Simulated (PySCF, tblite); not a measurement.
C6H9NSi.
Cartesian coordinates in Å at the GFN2-xTB level; atoms count from 1:
```
atom  x, y, z in Å
N1     2.926    0.332    0.588
Si2    1.881   -0.810   -0.168
C3     0.252    0.072   -0.408
C4    -0.280    1.252   -0.075
C5    -1.646    0.952   -0.640
C6    -2.532    0.159    0.295
C7    -2.015   -1.016   -0.054
C8    -1.044   -0.423   -1.042
H9     2.946    1.277    0.239
H10    3.857    0.043    0.841
H11    2.323   -1.312   -1.484
H12    1.778   -1.931    0.768
H13    0.081    2.116    0.454
H14   -2.102    1.650   -1.335
H15   -3.264    0.486    1.010
H16   -2.158   -2.031    0.266
H17   -1.011   -0.803   -2.056
```

Computed with CAM-B3LYP/def2-SVPD in PySCF (dipole) on a GFN2-xTB geometry, gas phase.

Take the most abundant isotopes and a rigid rotor. The values belong to one conformer with, in the numbering `[NH2:1][SiH2:2][C:3]1=[CH:4][C@@H:5]2[CH:6]=[CH:7][C@H:8]12`, H–N1–Si2–C3 -45° and 178°, N1–Si2–C3–C4 -5°.

Task: What are A, B and C (cm⁻¹)?

Result: Ia = 112.28, Ib = 479.77, Ic = 532.13 u·Å²; 505379 MHz·u·Å²/I gives 4501, 1053 and 949.7 MHz, that is A = 0.15013, B = 0.03514, C = 0.03168 cm⁻¹.

Task: What kind of rotor is it?

Result: A near-prolate asymmetric top; Ray's κ = -0.942.

Task: Is it planar, by Δ = Ic − Ia − Ib?

Result: Not planar: Δ = Ic − Ia − Ib = -59.92 u·Å². For a rigid frame Δ = −2 Σ m c², so Σ m c² = 29.96 u·Å² lies off the ab plane: 10.33 from hydrogen and 19.63 from heavier atoms. The atom farthest from that plane is 1.66 Å away.

Task: Give the other two planar moments, Paa and Pbb, and the rms extents of the mass along the axes.

Result: Paa = Σ m a² = (Ib + Ic − Ia)/2 = 449.81 and Pbb = Σ m b² = (Ia + Ic − Ib)/2 = 82.32 u·Å². With the mass M = 123.05 u, the rms extents √(P/M) along a, b and c are 1.91, 0.82, 0.49 Å.

Task: Which lines would a microwave search look for?

Result: The dipole components are |μa| = 0.43 D, |μb| = 0.69 D, |μc| = 0.45 D. Intensities carry the squares of the components, which stand as 0.40 : 1.00 : 0.43 (a : b : c). Some lines, for components of 0.1 D or more:

```
type  branch         J(Ka,Kc)    MHz  lower level (cm⁻¹)
   a       Q  3(1,2) ← 3(1,3)    622               0.507
   a       Q  5(1,4) ← 5(1,5)   1554               1.093
   b       Q  2(1,1) ← 2(0,2)   3657               0.200
   a       R  2(1,2) ← 1(1,1)   3903               0.182
   b       Q  4(1,3) ← 4(0,4)   4046               0.667
   c       R  1(1,0) ← 0(0,0)   5554               0.000
   b       R  5(0,5) ← 4(1,4)   6960               0.767
   c       R  2(1,1) ← 1(0,1)   7661               0.067
   a       R  5(1,5) ← 4(1,4)   9747               0.767
   a       R  5(2,4) ← 4(2,3)  10010               1.135
   b       Q  3(2,1) ← 3(1,2)  10200               0.528
   b       Q  2(2,0) ← 2(1,1)  10345               0.322
   b       Q  3(2,2) ← 3(1,3)  10810               0.507
   b       Q  4(2,3) ← 4(1,4)  11021               0.767
   c       R  4(1,3) ← 3(0,3)  12035               0.401
   b       R  5(1,5) ← 4(0,4)  12756               0.667
   b       Q  4(3,2) ← 4(2,3)  17504               1.135
   b       R  4(2,3) ← 3(1,2)  18199               0.528
   c       Q  5(4,2) ← 5(3,2)  24488               2.053
   b       Q  5(4,2) ← 5(3,3)  24489               2.053
   c       R  5(3,2) ← 4(2,2)  27494               1.136
   b       R  5(3,2) ← 4(2,3)  27528               1.135
   b       Q  5(5,1) ← 5(4,2)  31489               2.870
   b       R  5(4,2) ← 4(3,1)  34512               1.719
   c       R  5(5,0) ← 4(4,0)  41510               2.536
   c       R  5(5,1) ← 4(4,1)  41510               2.536
```

Task: Estimate the classical rotational partition function at 100 K, 200 K and 500 K.

Result: Point group C1, symmetry number σ = 1; q = (√π/σ)·√((kT/h)³/(ABC)), k/h = 20836.6 MHz/K: 79400 at 100 K, 225000 at 200 K, 888000 at 500 K.

Its GFN2-xTB frequencies are all real (lowest 29 cm⁻¹). Constants of a rigid frame at the computed geometry: no zero-point averaging, no centrifugal distortion. A rigid rotor knows nothing of inversion at nitrogen, which can split or shift real lines. Quadrupole hyperfine structure (14N) is left out.
